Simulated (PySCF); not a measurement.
Cl₂MoO₂, multiplicity 1. Atoms are numbered in the order given.

```xyz
5

Mo     0.0000     0.0000     0.2920
O      0.0000     1.3518     1.3011
O      0.0000    -1.3518     1.3011
Cl    -1.8837     0.0000    -0.9730
Cl     1.8837     0.0000    -0.9730
```
Charge 0, spin multiplicity 1.

Geometry: PBE-D3(BJ)/def2-SVP. The spin state was assumed, not searched. The isomer is the one that the SMILES or the coordinates give; other isomers of the formula were not compared. The def2 effective core potentials stand for the cores of Mo; spin–orbit coupling is left out.

Level of theory: PBE-D3(BJ)/def2-SVP (PySCF).

Frequencies are harmonic and unscaled.

List the normal modes with their intensities. (An estimate is asked for; the answer gives what the named calculation found.)


```json
[
 {"mode": "1", "ν (cm⁻¹)": "112", "IR (km/mol)": "0.6", "moving atoms (share of kinetic energy)": "Cl 80 %, Mo 15 %"},
 {"mode": "2", "ν (cm⁻¹)": "169", "IR (km/mol)": "3.9", "moving atoms (share of kinetic energy)": "O 43 %, Mo 29 %, Cl 28 %"},
 {"mode": "3", "ν (cm⁻¹)": "201", "IR (km/mol)": "0.0", "moving atoms (share of kinetic energy)": "O 81 %, Cl 19 %"},
 {"mode": "4", "ν (cm⁻¹)": "228", "IR (km/mol)": "3.3", "moving atoms (share of kinetic energy)": "O 67 %, Cl 25 %"},
 {"mode": "5", "ν (cm⁻¹)": "334", "IR (km/mol)": "1.0", "moving atoms (share of kinetic energy)": "O 68 %, Cl 32 %"},
 {"mode": "6", "ν (cm⁻¹)": "420", "IR (km/mol)": "21.0", "moving atoms (share of kinetic energy)": "Cl 52 %, Mo 24 %, O 23 %"},
 {"mode": "7", "ν (cm⁻¹)": "442", "IR (km/mol)": "79.4", "moving atoms (share of kinetic energy)": "Cl 55 %, Mo 42 %"},
 {"mode": "8", "ν (cm⁻¹)": "998", "IR (km/mol)": "130.4", "moving atoms (share of kinetic energy)": "O 81 %, Mo 19 %"},
 {"mode": "9", "ν (cm⁻¹)": "1016", "IR (km/mol)": "87.7", "moving atoms (share of kinetic energy)": "O 88 %, Mo 12 %"}
]
```
